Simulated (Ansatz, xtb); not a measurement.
# Relative energy of two isomers of C7H4N2O

Structure I is `C#Cc1cncc(C=O)n1`, a singlet and structure II is `C#Cc1cnc(C=O)cn1`, a singlet. Both are isolated molecules in the gas phase, relaxed with B3LYP/def2-SVP; the shapes shown needn't be the lowest conformers.

I (Å):

```xyz
14

C    -3.7504    0.8174    0.4922
C    -2.5957    0.4811    0.3360
C    -1.2282    0.0702    0.1892
C    -0.5374   -0.5246    1.2727
C     1.3329   -0.7282    0.0019
C     0.6570   -0.1391   -1.0797
C     1.3370    0.0727   -2.3960
N     0.7294   -0.9181    1.1759
N    -0.6143    0.2575   -0.9878
O     2.4819   -0.2385   -2.6166
H    -4.7738    1.1192    0.6195
H    -1.0468   -0.6738    2.2306
H     2.3755   -1.0419   -0.1078
H     0.6775    0.5508   -3.1620
```

II (Å):

```json
{"atom": "C", "x (Å)": "-3.4840", "y (Å)": "-0.5961", "z (Å)": "-2.4093"}
{"atom": "C", "x (Å)": "-2.4839", "y (Å)": "-0.3899", "z (Å)": "-1.7543"}
{"atom": "C", "x (Å)": "-1.3093", "y (Å)": "-0.1804", "z (Å)": "-0.9596"}
{"atom": "C", "x (Å)": "-0.9545", "y (Å)": "-1.1110", "z (Å)": "0.0475"}
{"atom": "C", "x (Å)": "0.8701", "y (Å)": "0.1425", "z (Å)": "0.5667"}
{"atom": "C", "x (Å)": "2.0859", "y (Å)": "0.3307", "z (Å)": "1.4122"}
{"atom": "C", "x (Å)": "0.5215", "y (Å)": "1.0683", "z (Å)": "-0.4321"}
{"atom": "N", "x (Å)": "0.1246", "y (Å)": "-0.9460", "z (Å)": "0.7994"}
{"atom": "N", "x (Å)": "-0.5580", "y (Å)": "0.9116", "z (Å)": "-1.1905"}
{"atom": "O", "x (Å)": "2.8414", "y (Å)": "1.2667", "z (Å)": "1.3048"}
{"atom": "H", "x (Å)": "-4.3676", "y (Å)": "-0.7680", "z (Å)": "-2.9961"}
{"atom": "H", "x (Å)": "-1.5759", "y (Å)": "-1.9952", "z (Å)": "0.2236"}
{"atom": "H", "x (Å)": "2.2330", "y (Å)": "-0.4856", "z (Å)": "2.1625"}
{"atom": "H", "x (Å)": "1.1492", "y (Å)": "1.9493", "z (Å)": "-0.6009"}
```

Quicker runs give these differences E(II) − E(I): GFN2-xTB −2.21 kJ/mol; HF/STO-3G +0.75 kJ/mol (at GFN2-xTB geometries); r2SCAN-D4/def2-SVP −2.63 kJ/mol (at GFN2-xTB geometries).

Problem. Which of the two would you expect CCSD(T)/def2-SVP + ΔMP2/def2-TZVPP electronic energies to favour?

Solution. CCSD(T)/def2-SVP + ΔMP2/def2-TZVPP gives E(II) − E(I) = −0.51 kJ/mol, slightly favouring structure II, which is too small a margin to settle the true order.

How the difference moves with the method:

| level | geometry | E(II) − E(I) (kJ/mol) | departure from the last row (kJ/mol) | job, with rough time for the two |
| --- | --- | --- | --- | --- |
| GFN2-xTB | GFN2-xTB | −2.21 | −1.70 | optimisation, 0.29 s |
| HF/STO-3G | GFN2-xTB | +0.75 | +1.27 | single point, 1.4 s |
| r2SCAN-D4/def2-SVP | GFN2-xTB | −2.63 | −2.12 | single point, 14 s |
| B3LYP/def2-SVP | B3LYP/def2-SVP | −1.96 | −1.44 | optimisation, 2 min |
| HF/def2-SVP | B3LYP/def2-SVP | +0.15 | +0.67 | part of the CCSD(T) run |
| MP2/def2-SVP | B3LYP/def2-SVP | −2.01 | −1.50 | part of the CCSD(T) run |
| CCSD(T)/def2-SVP | B3LYP/def2-SVP | −0.82 | −0.31 | single point |
| CCSD(T)/def2-SVP + ΔMP2/def2-TZVPP | B3LYP/def2-SVP | −0.51 |  | single point, 9 min |

As drawn, both hold the same kinds of bond in the same numbers.

The largest departure from CCSD(T)/def2-SVP + ΔMP2/def2-TZVPP is that of r2SCAN-D4/def2-SVP, 2.12 kJ/mol. The last row adds to CCSD(T) the change of the MP2 difference between the two basis sets, here +0.31 kJ/mol.

With thermal terms from frequencies at re-optimised GFN2-xTB minima (ideal gas, soft modes damped towards free rotors, one conformer each, 298.15 K, 1 atm): the zero-point term adds +0.16 kJ/mol; ΔH is −0.47 and ΔG +0.46 kJ/mol.

The correlated steps freeze 10 core orbitals. Codes used: Ansatz 0.2.0, xtb 6.7.1; the last row on 2 threads of Arm Neoverse N1 on a shared host.
